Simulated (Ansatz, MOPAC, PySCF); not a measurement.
C4H8OTe, SMILES `C=CCC[Te]O`, neutral singlet in the gas phase. In the def2 sets core potentials replace the inner electrons of Te.

Z-matrix (Å, degrees):
```
C
H 1 1.1016
H 1 1.1049 2 107.25
C 1 1.5040 2 109.94 3 119.54
C 4 1.3356 1 124.85 2 6.48
H 5 1.0935 4 121.70 1 179.28
H 5 1.0952 6 117.02 4 -179.72
H 4 1.0980 5 119.13 6 0.64
C 1 1.5298 2 108.71 3 -117.78
H 9 1.0988 1 111.16 2 -65.34
H 9 1.1027 10 108.27 1 124.02
Te 9 2.1862 10 107.43 11 113.07
O 12 2.0259 9 94.27 10 75.88
H 13 0.9688 12 105.91 9 94.28
```
Charge 0, spin multiplicity 1.

All levels are single points at this geometry (B3LYP-D3(BJ)/def2-SVP); Pople sets use spherical d functions. Orbital energies aren't observables, and empty levels follow the basis.

PBE-D3(BJ)/def2-TZVP in Ansatz (a quantum-chemistry and plane-wave program) gives HOMO (eV) = -4.98.

**Question.** Estimate the HOMO (eV) from each of these levels: B3LYP-D3(BJ)/def2-TZVP in Ansatz; CAM-B3LYP-D3(BJ)/def2-TZVP in Ansatz; B3LYP/6-31G* (LANL2DZ on Te) in PySCF; HF/6-31G* (LANL2DZ on Te) in PySCF; AM1 in MOPAC; PM3 in MOPAC; PM6 in MOPAC; PM7 in MOPAC.

**Answer.** 
```json
[
 {"level": "B3LYP-D3(BJ)/def2-TZVP in Ansatz", "HOMO (eV)": "-5.86"},
 {"level": "CAM-B3LYP-D3(BJ)/def2-TZVP in Ansatz", "HOMO (eV)": "-7.35"},
 {"level": "B3LYP/6-31G* (LANL2DZ on Te) in PySCF", "HOMO (eV)": "-5.76"},
 {"level": "HF/6-31G* (LANL2DZ on Te) in PySCF", "HOMO (eV)": "-8.36"},
 {"level": "AM1 in MOPAC", "HOMO (eV)": "-7.12"},
 {"level": "PM3 in MOPAC", "HOMO (eV)": "-8.96"},
 {"level": "PM6 in MOPAC", "HOMO (eV)": "-8.64"},
 {"level": "PM7 in MOPAC", "HOMO (eV)": "-7.67"}
]
```
